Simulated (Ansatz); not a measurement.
`C[BH][Sb]([F])[F]` + H–F → `CBF` + `[F][SbH][F]` at 298.15 K and 1 bar (cleavage of the B–Sb bond).

Isolated molecules relaxed with PBE0-D4/def2-TZVP in Ansatz; ΔE leaves out vibrations. CCSD(T)/CBS is the MP2 limit (def2-TZVPP, def2-QZVPP) plus CCSD(T) − MP2 in def2-TZVPP, frozen cores. This one scheme is used for every species. Elements past krypton have def2 core potentials. For Sb outer-core shells are correlated without core-valence functions, which leaves a few kJ/mol of doubt a bond. Each species was taken in one conformer, which may not be the lowest.

```tsv
species	CCSD(T)/CBS energy (Eh)	H − E (kJ/mol)	S (J/(mol·K))
`C[BH][Sb]([F])[F]`	-504.89521	159.3	375.4
H–F	-100.39570	33.5	173.6
`CBF`	-165.10297	148.1	274.8
`[F][SbH][F]`	-440.24478	41.1	290.1
```

H − E and S are ideal-gas, rigid-rotor, harmonic terms from PBE0-D4/def2-TZVP, for one conformer and one mirror image of each species. 1 Eh = 2625.50 kJ/mol, R = 8.31446 J/(mol·K).

**Question.** By hand: ΔE, ΔH, ΔS and ΔG.

**Answer.** ΔE = (-165.10297) + (-440.24478) − (-504.89521) − (-100.39570) = -0.05684 Eh = -149.2 kJ/mol. Δ(H − E) = 148.1 + 41.1 − 159.3 − 33.5 = -3.6, so ΔH = -152.8 kJ/mol. ΔS = 274.8 + 290.1 − 375.4 − 173.6 = 15.9 J/(mol·K). ΔG = -152.8 − 298.15 × (15.9)/1000 = -157.5 kJ/mol.

**Question.** By hand: the equilibrium constant, and the temperature at which ΔG would vanish if ΔH and ΔS stayed fixed.

**Answer.** log₁₀ K = −ΔG/(RT ln 10) = 27.6. ΔH and −TΔS have one sign here, so there is no such temperature.

ΔH outweighs TΔS. A doubt of 5 kJ/mol in ΔE shifts log₁₀ K by 0.9 here. Other conformers and mirror images would add mixing entropy, several J/(mol·K) or more a flexible species. Modes under 60 cm⁻¹, often nearly free rotors, make the harmonic entropy too high. These are equilibria of isolated gas molecules and say nothing of rates. Largest T1 diagnostic: 0.015 (customary marks: 0.02 for closed shells, 0.045 for open ones).
